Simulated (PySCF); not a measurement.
TDDFT excited states: C5H13BN2

Compound: C₅H₁₃BN₂.
InChI=1S/C5H13BN2/c1-2-3-6-7-4-5-8-6/h7-8H,2-5H2,1H3

Theory: TDDFT PBE0/def2-SVPD, vertical, gas phase, core orbitals frozen in the response (PySCF). One conformer (not necessarily the lowest) at the PBE0-D3(BJ)/def2-SVP geometry, without solvent, vibrations or thermal averaging.

```
state  E (eV)  ν̃ (cm⁻¹)       f  main configurations (H = HOMO, L = LUMO)
   S1    5.36      43200  0.0005                                 H→L (97%)
   S2    6.16      49670  0.0007                  H→L+2 (46%), H→L+1 (45%)
   S3    6.28      50650  0.0018                  H→L+2 (50%), H→L+1 (45%)
   S4    6.61      53350   0.045                               H→L+3 (91%)
   S5    6.86      55330   0.025                               H→L+4 (86%)
   S6    6.97      56220   0.011                   H→L+5 (74%), H→L+6 (9%)
   S7    7.05      56850   0.010                  H→L+6 (66%), H→L+7 (16%)
   S8    7.26      58580   0.011     H-1→L (40%), H→L+7 (38%), H→L+6 (11%)
   S9    7.30      58840  0.0011     H-1→L (50%), H→L+7 (31%), H→L+6 (10%)
  S10    7.56      60950   0.010                               H→L+8 (86%)
```

Triplets, Tamm–Dancoff:

```csv
state,E (eV),λ (nm),"main configurations (H = HOMO, L = LUMO)"
T1,5.22,237.5,H→L (95%)
T2,5.79,214.2,"H→L+3 (67%), H→L+5 (15%)"
T3,6.01,206.2,"H→L+2 (46%), H→L+1 (40%)"
T4,6.20,200.1,"H→L+2 (45%), H→L+1 (40%), H→L+3 (9%)"
```

The lowest singlet comes at 231 nm (517 kJ/mol) in the ultraviolet; it is very weak; its leading configuration is HOMO→LUMO (97%). The strongest level in the table is S4 at 6.61 eV (187 nm, f = 0.045). Löwdin shares by element: HOMO nitrogen 65%, carbon 12% or more (atoms not listed hold the other 23%); LUMO boron 34%, carbon 12% or more, hydrogen 6% or more (atoms not listed hold the other 47%). Weighted by f, the mean energy of these states is 6.87 eV. The listed states span 2.20 eV, and the widest gap between neighbours is 0.80 eV (S1 to S2). Orbital energies (eV): HOMO-3 -9.10, HOMO-2 -8.37, HOMO-1 -7.91, HOMO -6.07, LUMO 0.44, LUMO+1 1.16, LUMO+2 1.26. All these states lie below the vertical ionisation energy of 8.00 eV (ΔSCF). The window holds the lowest 10 singlets.

Without π bonds the low states are Rydberg-like; a valence basis with one diffuse set may place them up to an eV too high.
